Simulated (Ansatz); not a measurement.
Coupled-cluster run, C2H7NOSi, SMILES `CNC(=O)[SiH3]`.

```yaml
crystal:
  periodic: [false, false, false]
  atoms:
    - {symbol: C, position_ang: [-1.827812, 0.219144, 0.925156]}
    - {symbol: N, position_ang: [-0.546939, 0.436153, 0.297682]}
    - {symbol: C, position_ang: [0.240580, -0.575829, -0.138873]}
    - {symbol: O, position_ang: [-0.060952, -1.753240, -0.041116]}
    - {symbol: Si, position_ang: [1.918302, -0.128193, -0.953761]}
    - {symbol: H, position_ang: [-2.631781, 0.690233, 0.354219]}
    - {symbol: H, position_ang: [-1.998825, -0.855641, 0.957629]}
    - {symbol: H, position_ang: [-1.839806, 0.612019, 1.944887]}
    - {symbol: H, position_ang: [-0.215523, 1.377359, 0.175137]}
    - {symbol: H, position_ang: [2.128434, 1.348010, -0.994026]}
    - {symbol: H, position_ang: [1.914134, -0.665371, -2.334955]}
    - {symbol: H, position_ang: [2.997088, -0.759944, -0.157878]}
basis:
  gaussian: {orbitals: def2-TZVPP}
correlation: {method: ccsd_t}
output: {orbitals: {seedname: orbitals}}
```

```sh
$ ansatz run in.yaml --threads 4 --pin off --events-out ev --progress --plain --max-ram 10444MiB
```

Output of Ansatz, abridged:

```
Functional definition: HF
1563 factors; integrals over basis functions are off by at most 1.0e-3 eV
mean field evaluation 1: about -13550.6726 eV, gradient 4.3e1 eV
mean field evaluation 2: about -13550.9502 eV, gradient 4.3e1 eV
mean field evaluation 4: about -13555.2401 eV, gradient 5.7e0 eV
mean field evaluation 8: about -13555.3545 eV, gradient 5.5e-1 eV
mean field evaluation 16: about -13555.3568 eV, gradient 6.6e-6 eV
mean field -13555.35682199 eV, -498.1501750574 hartree, gradient 6.6e-6 eV, S^2 0.000000; 0 other end points of the search recorded, 0 dependent functions left out
9 core orbitals not correlated: weight in the atoms' cores, before any rotation towards them, 1.000 or more for the frozen orbitals, at most 0.000 for the correlated occupied ones
reference -13555.35682199 eV, -498.1501750574 hartree; 15, 15 occupied and 240, 240 virtual orbitals, 1563 factors
second order -24.44698401 eV of doubles, -0.00000000 eV of singles
cycle   1  -24.67234319 eV  change   -2.3e-1 eV  update   1.3e-1
cycle   2  -25.34992948 eV  change   -6.8e-1 eV  update   4.2e-2
cycle   3  -25.54185419 eV  change   -1.9e-1 eV  update   2.3e-2
cycle   4  -25.52827472 eV  change    1.4e-2 eV  update   6.4e-3
cycle   5  -25.52263445 eV  change    5.6e-3 eV  update   3.1e-3
cycle   6  -25.52406643 eV  change   -1.4e-3 eV  update   1.0e-3
cycle   7  -25.52356335 eV  change    5.0e-4 eV  update   3.9e-4
cycle   8  -25.52335984 eV  change    2.0e-4 eV  update   1.3e-4
cycle   9  -25.52341375 eV  change   -5.4e-5 eV  update   7.4e-5
cycle  10  -25.52343126 eV  change   -1.8e-5 eV  update   2.4e-5
perturbative correction -1.07659365 eV, -0.0395640869 hartree
Total energy: -13581.95684691 eV, -499.1277079429 hartree
```

It took 3.5 min on 4 threads of an Arm Neoverse V1 on a shared host, with 6.6 GiB of host memory at the peak.

Correlation energy per correlated electron: -0.887 eV. T1 diagnostic: 0.0155.
